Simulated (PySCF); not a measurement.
SeF4, SMILES F[Se](F)(F)F. Coordinates come from a PBE-D3(BJ)/def2-SVP optimisation. The isomer is the one that the SMILES or the coordinates give; other isomers of the formula were not compared.

These are PySCF 2.14.0 with PBE-D3(BJ)/def2-SVP values and carry that method's errors.

Harmonic wavenumbers (cm⁻¹): 151, 212, 320, 321, 357, 564, 647, 676, 688. Rotational constants (GHz): 4.972, 3.209, 2.643; symmetry number 2.

Problem. Work out the zero-point energy and the ideal-gas rigid-rotor harmonic-oscillator thermochemistry at 298.15 K and 1 atm.

Solution. ZPE = ½ Σ hcν = ½ × 3937 cm⁻¹ = 5.63 kcal/mol. H − E(el) = 9.81 kcal/mol. Entropy in cal/(mol K): translation 41.02, rotation 25.06, vibration 9.98, total 76.06. G − E(el) = -12.87 kcal/mol. Cp = 20.27 cal/(mol K).
